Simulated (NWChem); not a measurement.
TaNH2OF2; SMILES [F][Ta](=[O])([NH2])[F]

```xyz
7

Ta     0.0116    -0.0203     0.0000
O      1.6540     0.4663     0.0000
F     -0.3719    -1.0038     1.5686
F     -0.3719    -1.0038    -1.5686
N     -0.9595     1.6823     0.0000
H     -0.5312     2.6042     0.0000
H     -1.9744     1.7684     0.0000
```
Atoms are numbered in this order, from 1.

Level: PBE0/def2-SVP with def2 effective core potentials on Ta (NWChem), optimised geometry, unscaled harmonic frequencies. def2 effective core potentials on Ta; no spin-orbit coupling.

| frequency (cm⁻¹) | IR intensity (km/mol) |
|---|---|
| 165 | 14.4 |
| 174 | 0.4 |
| 179 | 5.2 |
| 222 | 11.8 |
| 242 | 11.1 |
| 403 | 6.6 |
| 539 | 206.5 |
| 607 | 12.8 |
| 687 | 108.2 |
| 689 | 139.6 |
| 712 | 77.3 |
| 1029 | 147.2 |
| 1513 | 41.5 |
| 3575 | 97.7 |
| 3677 | 61.9 |

```yaml
zero_point_energy: 20.6 kcal/mol
thermal correction to the enthalpy at 298.15 K (with zero-point energy): 25.4 kcal/mol
heat capacity Cv: 21.7 cal/(mol K)
entropy at 298.15 K and 1 atm (symmetry number 1): 83.2 cal/(mol K)
```

Rigid rotor and harmonic oscillator.
